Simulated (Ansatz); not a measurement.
```xyz
15

C    -1.589   -1.018    0.046
C    -0.541   -0.570   -0.970
Si    0.796    0.516   -0.263
N     0.335    1.935    0.560
N     1.710   -0.407    0.835
F     1.612    1.067   -1.535
H    -2.359   -1.642   -0.414
H    -1.139   -1.592    0.859
H    -2.092   -0.158    0.497
H    -1.015   -0.015   -1.787
H    -0.070   -1.440   -1.445
H    -0.088    1.905    1.471
H     0.126    2.785    0.066
H     1.886   -1.386    0.683
H     2.426    0.020    1.398
```

Total charge 0; spin multiplicity 1.

Q: List the B3LYP/def2-TZVPP orbital energies in eV (the Gaussian-basis code of Ansatz). (Estimate.)

A: Ansatz gave: Occupied: -1799.39, -670.64, -388.87, -388.79, -276.54, -276.24, -143.74, -99.12, -99.07, -99.02, -31.61, -23.37, -22.75, -20.53, -16.85, -14.52, -13.60, -13.45, -12.36, -12.18, -11.67, -11.58, -11.19, -10.62, -10.01, -9.47, -8.45, -7.48, -7.12. Lowest empty: 0.39, 1.23, 1.60, 1.85, 2.29, 2.47, 2.75, 3.16.

B3LYP here is the variant with VWN-RPA as its local correlation; programs differ in this.
